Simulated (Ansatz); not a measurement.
Input for Ansatz (a program for electronic structure): U-wB97X-V/def2-TZVPP on BH3N (SMILES B[NH]), 2S+1 = 2.

Ansatz 0.2 input:
```yaml
crystal:
  periodic: [false, false, false]
  atoms:
    - {symbol: B, position_ang: [-0.68752570, 0.13856060, 0.01752304]}
    - {symbol: N, position_ang: [0.61719349, -0.14959387, -0.01751322]}
    - {symbol: H, position_ang: [-1.51188951, -0.73503900, -0.03499862]}
    - {symbol: H, position_ang: [-1.01887174, 1.29672769, 0.10315329]}
    - {symbol: H, position_ang: [1.61656021, -0.11088983, -0.02600302]}
basis:
  gaussian:
    orbitals: def2-TZVPP
hamiltonian:
  xc: {name: wB97X-V}
magnetization: {spin_polarized: true, initial_magnetization: 1}
accuracy: high
phonons: {}
```

The head of its log:

```
Functional definition: wB97X-V
[...]
integrals: 0.16 GiB planned
1827 factors; integrals over basis functions are off by at most 2.0e-9 eV
integrals: 0.26 GiB planned
291 factors; integrals over basis functions are off by at most 9.6e-10 eV
mean field: 0.73 GiB planned
mean field evaluation 1: about -2209.9481 eV, gradient 2.9e1 eV
mean field evaluation 2: about -2209.4684 eV, gradient 3.2e1 eV
```

Question: Predict the final total energy.

Answer: -81.3525 hartree.
